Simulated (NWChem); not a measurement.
CH$_{4}$Sn, singlet; SMILES [CH3][SnH]

Computed with NWChem. Medium grid unless said otherwise, to which SCAN and Minnesota functionals are sensitive. Low-valent species are run as closed-shell singlets; no triplet was tried in these runs. Structure relaxed at the PBE-D3(BJ)/def2-SVP level. def2 effective core potentials on Sn; no spin-orbit coupling. B3LYP is NWChem's, with the RPA form of VWN correlation. Total energies of different functionals are on different scales.

```csv
level,energy (Ha),highest occupied level (eV),orbital gap (eV),dipole (D)
B3LYP/def2-TZVP,-254.8766,-6.13,3.21,0.68
PBE/def2-TZVP,-254.7297,-5.32,1.91,0.62
TPSS/def2-TZVP,-254.7185,-5.40,2.10,0.65
r2SCAN/def2-TZVP,-254.8437,-5.54,2.28,0.62
HCTH/407/def2-TZVP,-255.4173,-5.44,1.97,0.67
MN15/def2-TZVP,-254.2719,-6.89,4.59,0.73
BP86/def2-TZVP,-254.9171,-5.45,1.91,0.65
```
